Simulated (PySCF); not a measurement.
PySCF 2.14 output of an unrestricted LDA calculation on a single atom or ion in aug-cc-pVTZ-PP with one added diffuse shell each of d, f type with ECP28MDF (6s5p5d3f, 67 functions), with scalar relativity through the core potential:

```
SCF conv_tol = 1e-09
number electrons alpha = 14  beta = 9
    P. A. M. Dirac.,  Math. Proc. Cambridge Philos. Soc. 26, 376 (1930)
    F. Bloch.,  Z. Phys. 57, 545 (1929)
    S. H. Vosko, L. Wilk, and M. Nusair.,  Can. J. Phys. 58, 1200 (1980)
cycle= 1 E= -266.572590581747  delta_E= -0.00921  |g|= 0.0656  |ddm|= 0.598
cycle= 2 E= -266.573115790778  delta_E= -0.000525  |g|= 0.0389  |ddm|= 0.125
cycle= 3 E= -266.573452410025  delta_E= -0.000337  |g|= 0.00205  |ddm|= 0.0532
cycle= 4 E= -266.573454677266  delta_E= -2.27e-06  |g|= 2.28e-05  |ddm|= 0.00553
cycle= 5 E= -266.573454677619  delta_E= -3.53e-10  |g|= 3.08e-06  |ddm|= 6.6e-05
converged SCF energy = -266.573454677619  <S^2> = 8.7510222  2S+1 = 6.0003407
```

The run itself started from symmetry-adapted Hartree-Fock orbitals and held the occupation by maximum overlap, on a logarithmic radial grid, so the iterations belong to that start.

Question: Which element, charge and spin multiplicity is this?

Answer: Te⁺ (tellurium, charge +1), multiplicity 6; the state was [Kr] 4d10 5s1 5p3 5d1, high-spin 6D determinant (an excited configuration).

Energies and moments cover only the electrons outside the core potential. The outer electron is Rydberg-like, and this basis confines it to a smaller radius and binds it less than a complete one would.
